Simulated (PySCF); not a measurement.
C5H9N, SMILES N1(CC=CC1)C. The structure is a stationary point at B3LYP-D3(BJ)/def2-SVP. The values are those of a single conformer.

The numbers are results of B3LYP-D3(BJ)/def2-SVP (PySCF), not measurements.

Harmonic wavenumbers (cm⁻¹): 136, 232, 293, 346, 404, 621, 681, 796, 875, 935, 963, 997, 1019, 1034, 1073, 1111, 1135, 1187, 1194, 1245, 1276, 1316, 1386, 1389, 1445, 1462, 1480, 1483, 1502, 1699, 2866, 2872, 2896, 2997, 3001, 3051, 3101, 3198, 3221. Rotational constants (GHz): 7.275, 3.401, 2.460; symmetry number 1.

Task: Work out the zero-point energy and the ideal-gas rigid-rotor harmonic-oscillator thermochemistry at 298.15 K and 1 atm.

Result: ZPE = ½ Σ hcν = ½ × 57918 cm⁻¹ = 82.80 kcal/mol. H − E(el) = 87.09 kcal/mol. Entropy in cal/(mol K): translation 39.17, rotation 26.07, vibration 10.38, total 75.62. G − E(el) = 64.55 kcal/mol. Cp = 23.78 cal/(mol K). Modes under 150 cm⁻¹ make the vibrational entropy uncertain.
